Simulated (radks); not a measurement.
Results of a calculation; reference values are marked as such.
Pt I, 78 electrons, occupied as [Xe] 4f14 5d9 6s1.

Level of theory: scalar-relativistic Kohn-Sham, PBEsol, spin-unpolarised, spherical densities, point nucleus (a radial shooting solver on a logarithmic mesh with Libxc functionals).

Energy parts (Ry):
| part | energy |
|---|---|
| total | -36816.7298 |
| kinetic | 41068.3377 |
| electron-nucleus | -91511.1981 |
| Hartree | 14324.1935 |
| exchange-correlation | -698.0629 |

Orbitals (lengths in bohr, moments of r in powers of bohr):
| orbital | occ. | eigenvalue (Ry) | <1/r> |
|---|---|---|---|
| 1s | 2 | -5763.128 | 93.99 |
| 2s | 2 | -1012.442 | 22.02 |
| 2p | 6 | -877.4235 | 19.66 |
| 3s | 2 | -237.8008 | 8.162 |
| 3p | 6 | -198.4911 | 7.463 |
| 3d | 10 | -155.8772 | 7.030 |
| 4s | 2 | -51.07456 | 3.493 |
| 4p | 6 | -38.18440 | 3.157 |
| 4d | 10 | -22.54058 | 2.826 |
| 4f | 14 | -5.15512 | 2.390 |
| 5s | 2 | -7.48817 | 1.419 |
| 5p | 6 | -4.11895 | 1.200 |
| 5d | 9 | -0.45330 | 0.7874 |
| 6s | 1 | -0.41878 | 0.4368 |

The highest occupied level is 6s at -5.698 eV. For comparison, the ionisation energy in NIST's Atomic Spectra Database is 8.959 eV (measured). In exact Kohn-Sham theory the highest level is minus the ionisation energy, but local and semilocal functionals leave it too shallow, through self-interaction and a potential that decays too fast; potentials with the right tail come closer. Summed over all electrons, <r^2> = 61.23 bohr^2, which gives a Langevin (diamagnetic) susceptibility term of -48.5 x 10^-6 cm^3/mol.

Beside tabulated values, note that spin-unpolarised runs miss the spin-polarisation part of the exchange energy of open shells.
